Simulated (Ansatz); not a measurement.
System: CCl$_{3}$, net charge -1, singlet state. SMILES of the parent species: Cl[C](Cl)Cl
Geometry from a B3LYP-D3(BJ)/def2-TZVP (Ansatz, a first-principles code) optimisation:
```
C
Cl 1 1.9137
Cl 1 1.9137 2 102.97
Cl 1 1.9137 2 102.97 3 106.82
```
Charge -1, spin multiplicity 1.

Parts of the frozen-core correlation energy in STO-3G (Ansatz, hartree). Frozen orbitals: 16; correlated occupied orbitals by spin: 13 and 13; virtual: 3 and 3. No spin-orbit coupling. Non-relativistic.

```tsv
term	value
reference (HF)	-1401.03578
MP2 opposite-spin	-0.05760
MP2 same-spin	-0.00843
CCSD correlation	-0.08486
(T)	-0.00245
FCI minus CCSD(T)	-0.00045
T1 diagnostic	0.009
largest doubles amplitude	0.072
```
